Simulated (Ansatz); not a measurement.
Reaction (formal exchange of groups at a C–N bond): `OC(=S)N[SiH3]` + CH₃NH₂ → `NCC(O)=S` + `N[SiH3]`

Calculated with Ansatz (gas phase, PBE0-D4/def2-TZVP geometries, no zero-point term in ΔE). CCSD(T)/CBS adds triple-zeta CCSD(T) − MP2 to the extrapolated MP2 energy (def2 sets, frozen cores). This one scheme is used for every species. DFT in def2-TZVPP. B3LYP here is the variant with VWN-RPA as its local correlation; programs differ in this. Each species was taken in one conformer, which may not be the lowest.

Q: Is it downhill or uphill in electronic energy at CCSD(T)/CBS, and by how much? (An estimate is asked.)

A: The calculation gave: Uphill: ΔE = +38.6 kJ/mol.

Q: What do these levels give: r2SCAN-D4, PBE0-D4, B2PLYP, r2SCAN, B3LYP, HF/def2-TZVPP, MP2/def2-TZVPP, SCS-MP2/def2-TZVPP, HF/def2-QZVPP, SCS-MP2/def2-QZVPP, MP2/CBS(def2), CCSD/CBS(def2)? (Estimate.)

A: The calculation gave: r2SCAN-D4 45.5, PBE0-D4 47.2, B2PLYP 40.9, r2SCAN 45.1, B3LYP 41.9, HF/def2-TZVPP 46.3, MP2/def2-TZVPP 40.5, SCS-MP2/def2-TZVPP 39.9, HF/def2-QZVPP 46.3, SCS-MP2/def2-QZVPP 39.7, MP2/CBS(def2) 40.5, CCSD/CBS(def2) 39.4 kJ/mol.

Largest T1 diagnostic among the species: 0.016.

In def2-TZVPP, CCSD(T) changes the Hartree–Fock value by −7.7 kJ/mol (the triples alone add −0.9 kJ/mol) and MP2 by −5.8 kJ/mol. The D4 term adds +3.7 kJ/mol with B3LYP and +1.9 kJ/mol with PBE0; it sums over pairs of atoms, weighted by their polarisabilities, and B3LYP, whose exchange is more repulsive, gets the larger term.
